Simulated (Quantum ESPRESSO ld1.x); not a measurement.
The numbers below are computed, except where a source is named.
Q: These are the eigenvalues of the occupied orbitals of an atom or ion with whole-number occupations (eV). Level of theory: Dirac Kohn-Sham, relativistic LDA (MacDonald-Vosko exchange, VWN5 correlation), spin-unpolarised, spherical densities, point nucleus (ld1.x of Quantum ESPRESSO 7.5).

orbital  eigenvalue
1s1/2      -43834.8
2s1/2      -7719.04
2p1/2      -7351.96
2p3/2      -6836.93
3s1/2      -2224.32
3p1/2      -2067.49
3p3/2      -1962.33
3d3/2      -1690.22
3d5/2      -1667.11
4s1/2      -932.691
4p1/2      -869.818
4p3/2      -840.454

Which element is it, and in what charge state? The configuration may be excited. Open shells, if any, are shared by 2j + 1.

A: Z = 60, neodymium, charge +24: Nd24+ in [Kr]. The list shows which subshells hold electrons but not how many an open one holds; the 1s level, -1610.9 hartree, gives Z - s = 56.8 by -(Z - s)^2/2, which with screening and relativity narrows Z to a few neighbours, and the depths of the outer levels then fix element, charge and occupations together.
